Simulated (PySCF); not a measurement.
BeH₄N₂, SMILES [NH2][Be][NH2]. Atoms are numbered in the order given.

```xyz
7

Be     0.0000     0.0000     0.0000
N      0.0000     0.0000    -1.5112
H      0.5814     0.5814    -2.0927
H     -0.5814    -0.5814    -2.0927
N      0.0000     0.0000     1.5112
H      0.5814    -0.5814     2.0927
H     -0.5814     0.5814     2.0927
```

The structure is a stationary point at r2SCAN-D4/def2-TZVP. One conformer was computed; it need not be the lowest.

Method: PySCF with r2SCAN-D4/def2-TZVP.

No scaling factor is applied to the harmonic values.

Modes within 1.5 cm⁻¹ of each other (mostly degenerate sets) share a row, with their intensities summed.

```json
[
 {"mode": "1–2", "ν (cm⁻¹)": "253", "IR (km/mol)": "11.3", "moving atoms (share of kinetic energy)": "Be 57 %, H 33 %, N 10 %"},
 {"mode": "3–4", "ν (cm⁻¹)": "350", "IR (km/mol)": "331.7", "moving atoms (share of kinetic energy)": "H 81 %, N 18 %"},
 {"mode": "5", "ν (cm⁻¹)": "362", "IR (km/mol)": "0.0", "moving atoms (share of kinetic energy)": "H 100 %"},
 {"mode": "6–8", "ν (cm⁻¹)": "690", "IR (km/mol)": "143.4", "moving atoms (share of kinetic energy)": "N 86 %, H 14 %"},
 {"mode": "9", "ν (cm⁻¹)": "1421", "IR (km/mol)": "224.0", "moving atoms (share of kinetic energy)": "Be 72 %, H 16 %, N 11 %"},
 {"mode": "10", "ν (cm⁻¹)": "1574", "IR (km/mol)": "0.0", "moving atoms (share of kinetic energy)": "H 90 %, N 10 %"},
 {"mode": "11", "ν (cm⁻¹)": "1583", "IR (km/mol)": "225.0", "moving atoms (share of kinetic energy)": "H 78 %, N 16 %"},
 {"mode": "12–13", "ν (cm⁻¹)": "3590", "IR (km/mol)": "41.6", "moving atoms (share of kinetic energy)": "H 96 %"},
 {"mode": "14–15", "ν (cm⁻¹)": "3672", "IR (km/mol)": "41.8", "moving atoms (share of kinetic energy)": "H 92 %, N 8 %"}
]
```
